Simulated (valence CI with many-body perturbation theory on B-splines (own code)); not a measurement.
Values are calculated unless marked as measured or tabulated.
## Energy levels of Os XXVI

Level of theory: relativistic CI+MBPT: five valence electrons over a frozen Dirac-Fock core [Kr] 4d10, radial functions for each j: 7 s, 7 p, 7 d, 7 f, 4 g, 2 h, with the one-electron correlation potential Σ1 (screened to all orders), the two-electron term Σ2, the three-electron term Σ3, Breit, model QED; selected single and double excitations, second order for the rest, scaled by the run's own slope (own B-spline code, finite nucleus).

No measured levels were compared; by estimate terms of the open shell hold to a few per cent of their energy, and close levels can change places. Core correlation moves these levels by up to 4300 cm⁻¹, and in measured spectra 5 to 20 % of such shifts remained as error; rates that hang on mixing are uncertain with them. Among the levels kept, up to 800 cm⁻¹ of a level comes from second order outside the variational space, and about a tenth of that is noise between levels of different J, which matters for small intervals. Only levels of the ground parity were solved; by the run's estimate the other parity begins above the list, which can be wrong where configurations are misplaced.

Levels 1 to 45 of 51, with energies above the lowest level, 4f5 6H°_5/2. "Leading %" is the weight of the configuration and term that name the level; weights of strongly mixed levels are sums over their largest components and can fall short. In the jj column 3d3/2^4 stands for four electrons in 3d with j = 3/2.

```tsv
No.	Configuration	Term	J	E (cm⁻¹)	Leading %	Second component	g	Leading jj
1	4f5	6H°	5/2	0.0	64	26 % 4f5 4G°	0.427	4f5/2^5 (53 %)
2	4f5	6H°	7/2	13147	79	16 % 4f5 4G°	0.864	4f5/2^4 4f7/2 (68 %)
3	4f5	6H°	9/2	24419	85	7 % 4f5 4G°	1.065	4f5/2^3 4f7/2^2 (59 %)
4	4f5	6F°	5/2	26557	45	19 % 4f5 4F°	1.121	4f5/2^4 4f7/2 (46 %)
5	4f5	6F°	3/2	27325	67	18 % 4f5 4F°	0.963	4f5/2^4 4f7/2 (73 %)
6	4f5	6F°	1/2	28800	81	16 % 4f5 4D°	-0.523	4f5/2^4 4f7/2 (53 %)
7	4f5	6H°	11/2	33613	81	10 % 4f5 4I°	1.168	4f5/2^3 4f7/2^2 (47 %)
8	4f5	6F°	7/2	37956	66	17 % 4f5 4F°	1.314	4f5/2^3 4f7/2^2 (49 %)
9	4f5	6H°	13/2	40921	69	20 % 4f5 4I°	1.216	4f5/2^3 4f7/2^2 (41 %)
10	4f5	6H°	15/2	44427	39	27 % 4f5 4I°	1.175	4f5/2^4 4f7/2 (55 %)
11	4f5	6F°	9/2	48501	74	11 % 4f5 4F°	1.373	4f5/2^3 4f7/2^2 (44 %)
12	4f5	6F°	5/2	53704	38	18 % 4f5 2F°	0.949	4f5/2^3 4f7/2^2 (61 %)
13	4f5	4M°	15/2	58025	44	26 % 4f5 6H°	1.004	4f5/2^3 4f7/2^2 (48 %)
14	4f5	6F°	11/2	58093	72	21 % 4f5 4G°	1.386	4f5/2^3 4f7/2^2 (38 %)
15	4f5	4F°	3/2	61546	73	20 % 4f5 6F°	0.565	4f5/2^3 4f7/2^2 (71 %)
16	4f5	4I°	9/2	64981	65	19 % 4f5 2H°	0.823	4f5/2^3 4f7/2^2 (52 %)
17	4f5	4L°	13/2	65188	44	23 % 4f5 4K°	0.940	4f5/2^4 4f7/2 (45 %)
18	4f5	4K°	11/2	65881	50	23 % 4f5 4I°	0.907	4f5/2^4 4f7/2 (43 %)
19	4f5	4P°	5/2	68936	32	22 % 4f5 6P°	1.373	4f5/2^3 4f7/2^2 (54 %)
20	4f5	4G°	7/2	70184	46	16 % 4f5 6F°	1.049	4f5/2^3 4f7/2^2 (53 %)
21	4f5	4M°	17/2	73285	65	17 % 4f5 4L°	1.006	4f5/2^3 4f7/2^2 (94 %)
22	4f5	2P°	1/2	76836	65	20 % 4f5 4D°	0.416	4f5/2^3 4f7/2^2 (48 %)
23	4f5	6P°	3/2	79909	50	35 % 4f5 4P°	1.961	4f5/2^3 4f7/2^2 (72 %)
24	4f5	4L°	15/2	82275	39	30 % 4f5 4K°	1.008	4f5/2^3 4f7/2^2 (69 %)
25	4f5	4G°	9/2	82282	51	29 % 4f5 4H°	1.087	4f5/2^3 4f7/2^2 (77 %)
26	4f5	4M°	19/2	83881	64	16 % 4f5 4L°	1.062	4f5/2^3 4f7/2^2 (68 %)
27	4f5	4F°	5/2	85637	56	26 % 4f5 4G°	0.903	4f5/2^2 4f7/2^3 (50 %)
28	4f5	4H°	7/2	87232	41	33 % 4f5 2G°	0.832	4f5/2^3 4f7/2^2 (45 %)
29	4f5	4H°	11/2	87922	38	19 % 4f5 4G°	1.113	4f5/2^3 4f7/2^2 (55 %)
30	4f5	4K°	13/2	88348	42	28 % 4f5 4L°	0.944	4f5/2^3 4f7/2^2 (63 %)
31	4f5	2K°	15/2	88370	27	17 % 4f5 6H°	1.066	4f5/2^3 4f7/2^2 (52 %)
32	4f5	2G°	9/2	88771	24	23 % 4f5 4I°	1.056	4f5/2^4 4f7/2 (45 %)
33	4f5	4M°	21/2	88918	58	33 % 4f5 2N°	1.091	4f5/2^3 4f7/2^2 (72 %)
34	4f5	4L°	17/2	92168	41	29 % 4f5 2M°	1.029	4f5/2^3 4f7/2^2 (80 %)
35	4f5	4I°	11/2	93133	51	31 % 4f5 4K°	0.933	4f5/2^2 4f7/2^3 (64 %)
36	4f5	4D°	7/2	93404	44	32 % 4f5 6P°	1.443	4f5/2^3 4f7/2^2 (52 %)
37	4f5	4I°	13/2	93917	42	29 % 4f5 2K°	1.034	4f5/2^3 4f7/2^2 (63 %)
38	4f5	6P°	5/2	96044	38	19 % 4f5 4D°	1.434	4f5/2^3 4f7/2^2 (51 %)
39	4f5	4H°	13/2	97348	42	17 % 4f5 2I°	1.118	4f5/2^3 4f7/2^2 (66 %)
40	4f5	4D°	3/2	99620	51	12 % 4f5 6P°	1.335	4f5/2^2 4f7/2^3 (57 %)
41	4f5	4H°	9/2	101220	28	23 % 4f5 4G°	1.037	4f5/2^2 4f7/2^3 (45 %)
42	4f5	4G°	7/2	101560	55	20 % 4f5 4H°	0.954	4f5/2^3 4f7/2^2 (48 %)
43	4f5	4F°	7/2	102060	48	17 % 4f5 4G°	1.157	4f5/2^2 4f7/2^3 (46 %)
44	4f5	4K°	17/2	103750	55	22 % 4f5 4M°	1.096	4f5/2^2 4f7/2^3 (89 %)
45	4f5	4G°	5/2	104780	74	11 % 4f5 2F°	0.687	4f5/2^2 4f7/2^3 (52 %)
```

Names give the largest LS component (configuration and term), which can be under half, so a name can repeat, a term be missing and a line seem to break the LS rules; names also repeat where a configuration has a term twice.

Where two levels of one J and parity lie close, their mixing, g and order are uncertain.

The ionisation energy to 4f4 5I_4 of the next ion comes out as 792.3 eV (NIST: 820 ± 40 eV (theoretical)). All 51 levels together are meant to be complete up to 109700 cm⁻¹.
